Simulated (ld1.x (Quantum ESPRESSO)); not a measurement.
# Varying the TM potential for sulfur (S)

Base potential:

```
Element                 : S (Z = 16)
Generator               : ld1.x (Quantum ESPRESSO) 7.5
Type                    : norm-conserving Troullier–Martins (Kleinman–Bylander form)
Functional              : PBE
Relativity              : non-relativistic
Frozen core             : [Ne]
Valence charge          : 6
Reference configuration : 3s2 3p4
Partial waves           : 3p (bound): rc 1.55 bohr; 3s (bound): rc 1.45 bohr
Local potential         : the s channel
Core correction         : none
```

Cutoffs, loose and tight: the cutoffs (Ry, on a coarse ladder) from which the occupation-weighted sum of valence levels, in a spherical-Bessel basis at the reference potential, stays within 10 and 1 mRy of its value at 400 Ry. They do not see the model core or the augmentation charge, which bear on the density cutoff. Test errors are all-electron minus pseudo excitation energies from the reference, over the configurations 3s2 3p3; 3s2 3p2; 3s2 3p1; 3s1 3p5; 3s0 3p6; 3s2 3p4.3; 3s2 3p3.5. A dash means not determined; rows that change the core or the reference have their own tests.

```csv
change,outcome,"cutoff, loose","cutoff, tight",bound ghosts,largest test error (meV)
base,generated,40 Ry,60 Ry,none,+67
wave 3s (bound): rc 1.45 bohr becomes 3s (bound): rc 1.02 bohr,generated,80 Ry,200 Ry,none,+130
wave 3p (bound): rc 1.55 bohr becomes 3p (bound): rc 2.08 bohr,generated,40 Ry,60 Ry,none,+54
"type ultrasoft; waves now 3s (bound): rcut 1.25, rcutus 1.45 bohr; 3s channel at 3.25 Ry: rcut 1.25, rcutus 1.45 bohr; 3p (bound): rcut 1.35, rcutus 1.55 bohr; 3p channel at 0.3 Ry: rcut 1.35, rcutus 1.55 bohr; local potential all-electron potential smoothed inside 1.40 bohr (lloc = -1); augmentation PSQ, inside the norm-conserving radii",generated,18 Ry,35 Ry,none,+13
core correction a·sin(br)/r model core inside 1.04 bohr,generated,40 Ry,60 Ry,none,+80
"all radii scaled by about 1.24 (s 1.80, p 1.92 bohr)",generated,25 Ry,45 Ry,none,+106
functional LDA (PZ),generated,40 Ry,60 Ry,none,+134
fully relativistic,generated,40 Ry,60 Ry,none,+68
local potential the p channel,generated,35 Ry,60 Ry,none,+62
"all radii scaled by about 1.41 (s 2.04, p 2.18 bohr)",generated,18 Ry,40 Ry,none,+159
local potential all-electron potential smoothed inside 1.10 bohr (lloc = -1),generated,30 Ry,60 Ry,none,+98
scalar-relativistic,generated,40 Ry,60 Ry,none,+63
wave 3s (bound): rc 1.45 bohr becomes 3s (bound): rc 2.00 bohr,generated,25 Ry,40 Ry,none,+179
```
